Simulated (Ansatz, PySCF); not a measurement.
Species: sum formula H5SiO4, charge 1, multiplicity 1. It need not be the lowest isomer of its formula. 
Geometry from a B3LYP-D3(BJ)/def2-TZVP (Ansatz, a first-principles code) optimisation:
```xyz
10

O      0.3402    -0.2499     1.6031
Si     0.1904    -0.0535     0.0304
O      0.1041    -1.3262    -0.9296
O      0.9533     1.2356    -0.5124
O     -1.5580     0.3943    -0.1820
H      0.1878    -1.0707     2.0830
H      0.7924    -1.6168    -1.5364
H      1.6205     1.7207    -0.0153
H     -1.9436     1.2121     0.1730
H     -2.0397     0.0732    -0.9633
```
Charge +1, spin multiplicity 1.

Total electronic energies in hartree. Correlated levels leave the core frozen unless marked. Spin-orbit coupling is left out. Non-relativistic. CBS marks a two-point X^-3 extrapolation of the correlation energy; Hartree-Fock from the larger set. [CCSD(T)-MP2]/basis is that difference in the basis named.

| level | program | energy (Eh) |
|---|---|---|
| HF/STO-3G | Ansatz | -583.79081 |
| HF/6-31G* | Ansatz | -591.19827 |
| HF/cc-pVTZ | Ansatz | -591.39641 |
| RI-HF/cc-pV(Q+d)Z | Ansatz | -591.43531 |
| BLYP-D4/def2-TZVPD | Ansatz + dftd4 | -593.43480 |
| revPBE-D3(BJ)/def2-TZVPD | Ansatz + dftd3 | -593.31865 |
| PBE0/def2-SVP | Ansatz | -592.53692 |
| PBE0-D3(BJ)/def2-TZVPD | Ansatz + dftd3 | -593.03856 |
| BHLYP-D4/def2-TZVPD | Ansatz + dftd4 | -593.34220 |
| TPSSh/def2-TZVPD | PySCF | -593.47540 |
| r2SCANh-D4/def2-TZVPD | Ansatz + dftd4 | -593.28900 |
| r2SCAN0/def2-TZVPD | Ansatz | -593.25921 |
| B2GP-PLYP-D3(BJ)/def2-TZVPD | Ansatz + dftd3 | -593.08047 |
| MP2/STO-3G | Ansatz | -583.96732 |
| SCS-MP2/aug-cc-pV(D+d)Z | Ansatz | -592.16898 |
| SCS-MP2/cc-pV(D+d)Z | Ansatz | -592.07597 |
| SCS-MP2/cc-pwCVTZ | Ansatz | -592.48224 |
| CCSD/aug-cc-pV(T+d)Z | Ansatz | -592.51848 |
| CCSD/cc-pwCVTZ | Ansatz | -592.51480 |
| CCSD(T)/STO-3G | Ansatz | -584.01251 |
| RI-MP2/CBS(aug-cc-pV(T+d)Z,aug-cc-pV(Q+d)Z)+[CCSD(T)-MP2]/aug-cc-pV(D+d)Z | Ansatz | -592.7075 |
| RI-MP2/CBS(cc-pV(T+d)Z,cc-pV(Q+d)Z)+[CCSD(T)-MP2]/cc-pV(D+d)Z | Ansatz | -592.6976 |
| RI-MP2/CBS(aug-cc-pV(T+d)Z,aug-cc-pV(Q+d)Z)+[CCSD(T)-MP2]/aug-cc-pV(T+d)Z | Ansatz | -592.7120 |

Totals of different functionals don't rank their quality; only differences between species are comparable.
